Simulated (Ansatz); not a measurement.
CH10B2Si2, SMILES `B[SiH2]CB[SiH3]`. Total charge 0; spin multiplicity 1. All single points use the PBE0-D4/def2-TZVP geometry. It is one conformer, not always the lowest.

```xyz
15

B    -0.545   -1.291   -0.836
Si   -1.231    0.120    0.433
C    -0.291    1.754   -0.037
B     0.945    1.206    0.634
Si    1.415   -0.689    0.080
H    -0.853   -0.865   -1.922
H    -0.936   -2.389   -0.555
H    -1.014   -0.182    1.882
H    -2.692    0.347    0.257
H    -0.380    1.625   -1.121
H    -0.724    2.693    0.299
H     1.461    1.696    1.596
H     2.652   -0.797   -0.749
H     1.519   -1.680    1.176
H     0.675   -1.548   -1.137
```

Problem. What is the dipole moment at ωB97M-V/def2-TZVPP? (Estimate.)

Solution. The calculation gave: 1.51 D, with components (1.00, 1.13, 0.05) D in this frame, pointing from negative to positive charge.

Problem. And with PBE, r2SCAN, B3LYP? (An estimate is asked.)

Solution. Ansatz gave: PBE 1.32 D, r2SCAN 1.38 D, B3LYP 1.46 D.

Problem. Give the Mulliken charges with ωB97M-V, PBE, B3LYP in def2-TZVPP. (Best estimate.)

Solution. The calculation gave: 
```json
{"atom": "B1", "ωB97M-V": "-0.43", "PBE": "-0.22", "B3LYP": "-0.21"}
{"atom": "Si2", "ωB97M-V": "0.09", "PBE": "0.10", "B3LYP": "0.16"}
{"atom": "C3", "ωB97M-V": "-0.32", "PBE": "-0.19", "B3LYP": "-0.24"}
{"atom": "B4", "ωB97M-V": "-0.11", "PBE": "-0.04", "B3LYP": "-0.03"}
{"atom": "Si5", "ωB97M-V": "0.08", "PBE": "0.12", "B3LYP": "0.17"}
{"atom": "H6", "ωB97M-V": "0.11", "PBE": "0.04", "B3LYP": "0.04"}
{"atom": "H7", "ωB97M-V": "0.10", "PBE": "0.04", "B3LYP": "0.04"}
{"atom": "H8", "ωB97M-V": "-0.01", "PBE": "-0.05", "B3LYP": "-0.07"}
{"atom": "H9", "ωB97M-V": "-0.01", "PBE": "-0.05", "B3LYP": "-0.06"}
{"atom": "H10", "ωB97M-V": "0.17", "PBE": "0.15", "B3LYP": "0.14"}
{"atom": "H11", "ωB97M-V": "0.12", "PBE": "0.10", "B3LYP": "0.11"}
{"atom": "H12", "ωB97M-V": "0.10", "PBE": "0.02", "B3LYP": "0.04"}
{"atom": "H13", "ωB97M-V": "0.00", "PBE": "-0.04", "B3LYP": "-0.05"}
{"atom": "H14", "ωB97M-V": "0.01", "PBE": "-0.03", "B3LYP": "-0.05"}
{"atom": "H15", "ωB97M-V": "0.09", "PBE": "0.05", "B3LYP": "0.02"}
```

B3LYP here is the variant with VWN-RPA as its local correlation; programs differ in this.
